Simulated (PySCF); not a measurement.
A species of formula C3H4Se has this rotational fingerprint, computed with PBE0-D3(BJ)/def2-SVP geometry optimisation, gas phase in PySCF 2.14.0:

```
Rotational constants : A = 45280, B = 1869, C = 1795 MHz
Dipole components    : |μa| = 2.65 D, |μb| = 0.29 D, |μc| = 0.00 D
Inertial defect      : 0.00 u·Å²
κ                    : -1.00
```

Task: Which candidate fits, each taken in the one conformer that was computed?
A. `[CH2:1]=[CH:2][CH:3]=[Se:4]` with C1–C2–C3–Se4 180°
B. `[CH:1]#[C:2][CH2:3][SeH:4]` with C2–C3–Se4–H -59°

Result: A. It is C=CC=[Se], a near-prolate asymmetric top, point group Cs. The candidates at the same level (rigid rotor, commonest isotopes):

```tsv
SMILES	A (MHz)	B (MHz)	C (MHz)	μa (D)	μb (D)	μc (D)	Δ (u·Å²)	point group	rotor
C#CC[SeH]	19698	2077	1923	0.62	0.43	0.56	-6.17	–	near-prolate asymmetric top
C=CC=[Se]	45280	1869	1795	2.65	0.29	0.00	0.00	Cs	near-prolate asymmetric top
```

`C#CC[SeH]` has A 56 % too low. In the right answer the mirror of this Cs structure is the ab plane, so μc vanishes by symmetry. No structure here is proved a minimum.
